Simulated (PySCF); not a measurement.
These 2 structures share the formula C4H3BF2O. Level of theory: PBE0-D3(BJ)/def2-SVP geometry optimisation, gas phase (PySCF 2.14.0). One conformer each; no zero-point energy, no entropy. No frequencies were run at this level. Point groups hold within 0.08 Å.

Task: Rank from lowest to highest electronic energy at this level (kJ/mol).
A. `[CH2:1]=[C:2]=[C:3]([CH:4]=[O:5])[B:6]([F:7])[F:8]` with C2–C3–C4–O5 -1°
B. `FB(F)c1ccco1`

Result: B (0.0), A (154.8).

As drawn, the lower has an aromatic ring, which the higher lacks; the higher has a C=O bond, cumulated double bonds and a C=C bond outside aromatic rings, which the lower lacks.

| SMILES | E (Eh) | E rel (kJ/mol) | dipole (D) | point group | A, B, C (MHz) |
| --- | --- | --- | --- | --- | --- |
| FB(F)c1ccco1 | -453.28987 | 0.0 | 2.73 | Cs | 4924, 1447, 1119 |
| C=C=C(C=O)B(F)F | -453.23091 | 154.8 | 2.01 | near Cs | 2545, 1648, 1008 |

Task: How do the relative energies change in single points at PBE0/6-311+G(2d,p) (no added dispersion term) on the same geometries?

Result: 
```csv
SMILES,PBE0-D3(BJ)/def2-SVP (kJ/mol),"PBE0/6-311+G(2d,p) (kJ/mol)",shift
FB(F)c1ccco1,0.0,0.0,0.0
C=C=C(C=O)B(F)F,154.8,141.9,-12.9
```

Each column counts from its own lowest isomer. The order is unchanged; the largest shift is 12.9 kJ/mol.
